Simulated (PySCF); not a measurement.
# Nuclear quadrupole coupling in `O=[S@@]1CCC[C@H](F)C1`

Compound: C5H9FOS.
Cartesian coordinates in Å at the GFN2-xTB level; atoms count from 1:
```
atom  x, y, z in Å
O1     0.4214   -3.0130   -0.1567
S2     0.1530   -1.7764    0.5718
C3    -1.2201   -0.9356   -0.3476
C4    -1.3927    0.4847    0.1555
C5    -0.1834    1.3558   -0.1728
C6     1.0777    0.8194    0.4938
F7     2.1275    1.6844    0.2248
C8     1.4414   -0.5673    0.0047
H9    -2.1119   -1.5339   -0.1643
H10   -0.9807   -0.9793   -1.4090
H11   -2.2828    0.9270   -0.2973
H12   -1.5458    0.4641    1.2372
H13   -0.3543    2.3781    0.1686
H14   -0.0232    1.3874   -1.2528
H15    0.9700    0.8208    1.5873
H16    2.3921   -0.8902    0.4286
H17    1.5048   -0.6139   -1.0819
```

Field gradients from the PBE0/pcSseg-1 density (PySCF, non-relativistic), principal values in atomic units, ordered |Vxx| ≤ |Vyy| ≤ |Vzz|:

| atom | Vxx | Vyy | Vzz |
| --- | --- | --- | --- |
| O1 | -0.5361 | -1.1706 | 1.7067 |
| S2 | 0.9244 | 1.0885 | -2.0129 |

Task: Find the asymmetry η = (Vxx − Vyy)/Vzz and the couplings χ = eQV/h (234.96 MHz × Q in barn × V in au), with Q(17O) = −0.0256 b, Q(33S) = −0.0678 b.

Result: 
```
atom      environment  nucleus     η  χzz (MHz)  χxx (MHz)  χyy (MHz)
  O1  sulfinyl oxygen      17O  0.37     -10.27       3.22       7.04
  S2  sulfinyl sulfur      33S  0.08      32.07     -14.73     -17.34
```

Task: What is Vzz at S2 in SI units (1 au = 9.71736 × 10²¹ V/m²)?

Result: -2.0129 au = -19.560 × 10²¹ V/m².

Task: What couplings would deuterons (Q(2H) = 0.00286 b) have in place of the hydrogens, at this geometry?

Result: 
| atom | bonded to | bond length (Å) | Vzz (au) | η | χzz (kHz) |
| --- | --- | --- | --- | --- | --- |
| H9 | C3 | 1.089 | 0.3062 | 0.03 | 206 |
| H10 | C3 | 1.089 | 0.3058 | 0.01 | 205 |
| H11 | C4 | 1.092 | 0.3028 | 0.02 | 203 |
| H12 | C4 | 1.093 | 0.2990 | 0.01 | 201 |
| H13 | C5 | 1.091 | 0.3034 | 0.02 | 204 |
| H14 | C5 | 1.092 | 0.3001 | 0.01 | 202 |
| H15 | C6 | 1.099 | 0.2773 | 0.07 | 186 |
| H16 | C8 | 1.090 | 0.3046 | 0.02 | 205 |
| H17 | C8 | 1.089 | 0.3045 | 0.00 | 205 |

Geometry: GFN2-xTB, one conformer, isolated molecule. GFN2-xTB bond lengths can be off by several hundredths of an ångström, more for odd bonds, and the gradients follow them. These gradients aren't converged with respect to the basis.
